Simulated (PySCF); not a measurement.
Au²⁺: excitation energy

Au²⁺ [Xe] 4f14 5d9 (2D) → Au²⁺ [Xe] 4f14 5d8 6p1 (high-spin determinant), as a difference of total energies. All numbers are calculated (PySCF 2.14, a scalar-relativistic core potential, in aug-cc-pwCVDZ-PP with ECP60MDF). Correlated levels: valence and next inner shell: nothing frozen outside the core potential. The calculations carry no spin-orbit coupling.

```csv
method,excitation energy (eV)
UHF,11.929
MP2 (valence and next inner shell),12.552
SCS-MP2 (valence and next inner shell),12.579
CCSD (valence and next inner shell),12.338
CCSD(T) (valence and next inner shell),12.315
```

Question: How much does correlation contribute at CCSD(T) (valence and next inner shell)?

Answer: 12.315 − (11.929) = 0.386 eV, measured against UHF.

The determinant of the upper state mixes LS terms, which raises its energy above the lowest term, most at the Hartree-Fock and MP2 levels.
